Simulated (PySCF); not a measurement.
Computed shifts of a molecule C5H7F, KT2/pcSseg-1 run with PySCF, GIAO, gas phase, atoms alike by connectivity averaged where their shifts nearly agree, in ppm (number of nuclei): ¹⁹F: -215.2 (1). ¹³C: 137.1 (1), 135.4 (1), 104.9 (1), 38.8 (1), 38.1 (1). ¹H: 6.53 (1), 6.47 (1), 6.40 (1), 3.05 (1), 2.89 (1), 2.82 (1), 2.26 (1). References: ¹⁹F against CFCl3 (σ = 127.1 ppm); ¹³C against TMS (σ = 185.1 ppm); ¹H against TMS (σ = 31.47 ppm), references at their B3LYP-D3(BJ)/def2-TZVP geometries, non-relativistic. The structure is a stationary point at PBE-D3(BJ)/def2-SVP. The values are those of a single conformer.

Task: Identify the compound among the candidates.
A. FC=C1CCC1
B. CC#C[C@@H](C)F
C. C/C=C/C=C\F
D. F[C@H]1C=CCC1

Result: D, F[C@H]1C=CCC1
